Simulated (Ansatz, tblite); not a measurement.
Removing and adding an electron: the cluster Sn2O4. The state is a singlet with charge 0. Geometry: r2SCAN-D4/def2-SVP. Ansatz, gas phase; energy differences of separate SCF runs; the oxidised species was run as a doublet alone; the reduced species was run as a doublet alone.

```xyz
6

Sn    1.4293    1.0989   -0.3816
Sn   -0.2982   -1.6724   -0.0433
O    -0.8661    1.0081    0.3231
O     1.5479   -0.8250    0.0809
O    -0.5873    0.4877   -1.0669
O    -1.2256   -0.0973    1.0878
```

In the def2 sets Sn takes a core potential; there is no spin–orbit coupling. The xTB rows come from tblite. Correlated methods freeze 12 core orbitals; core or outer-core shells of Sn are correlated, in sets that lack core-valence functions. The rows differ in basis, and correlated rows in double-zeta sets carry the largest basis error. In CCSD on the charge 1 doublet the largest single amplitude is 0.23, so its Hartree–Fock determinant may place the open shell otherwise than the density functionals do. The structure holds 2 bonds between oxygen atoms, so isomers without such links may lie far lower. HOMO above LUMO, or a gap near zero within one spin, warns that the state may not be the lowest or that an electron is smeared out. The structure comes from a short search, and lower isomers may exist.

```tsv
level	−HOMO (eV)	vertical IE (eV)	−LUMO (eV)	vertical EA (eV)	HOMO–LUMO gap (eV)	IE − EA (eV)	remarks
GFN1-xTB	11.13	14.69	6.93	3.93	4.20	10.76	–
GFN2-xTB	11.29	14.71	7.68	4.53	3.61	10.17	–
PBE-D4/def2-TZVP	5.41	8.43	2.86	–	2.55	–	–
PBE-D4/def2-TZVPD	5.45	–	2.90	0.67	2.56	–	HOMO above zero (-1 doublet), gap within one spin near zero (-1 doublet), restricted SCF unstable in HF (singlet)
PBE0-D4/def2-TZVP	6.89	8.81	2.18	–	4.71	–	restricted SCF unstable in HF (singlet)
PBE0-D4/def2-TZVPD	6.91	–	2.20	0.65	4.71	–	HOMO above zero (-1 doublet), restricted SCF unstable in HF (singlet)
CCSD/def2-SVP	–	8.79	–	–	–	–	large T1 (0.023) (singlet), large T1 (0.050) (+1 doublet), restricted SCF unstable (singlet)
CCSD(T)/def2-SVP	–	8.72	–	–	–	–	large T1 (0.023) (singlet), large T1 (0.050) (+1 doublet), restricted SCF unstable (singlet)
```

Relaxing the reduced species (r2SCAN-D4/def2-SVPD) changes its energy by -3.02 eV at PBE-D4/def2-TZVPD, so the adiabatic electron affinity to this nearest minimum is 3.69 eV. On the way the bond O3–O5 breaks. At PBE0-D4/def2-TZVPD it is 3.89 eV.  Run but left out: HF/def2-SVP (singlet: restricted singlet, unstable towards broken spin symmetry); B2PLYP/def2-TZVP, B2PLYP/def2-TZVPD (singlet: restricted singlet, unstable in another Hartree–Fock run and untested here); MP2/def2-SVP (charge +1 doublet: a determinant that CCSD turns far, T1 0.050).   A HOMO above zero means that the electron is unbound at that level or that self-interaction error raises the level; the energy of removing that electron tells which. Raw xTB energy differences between charge states are shifted by several eV; the methods need an empirical correction for them.
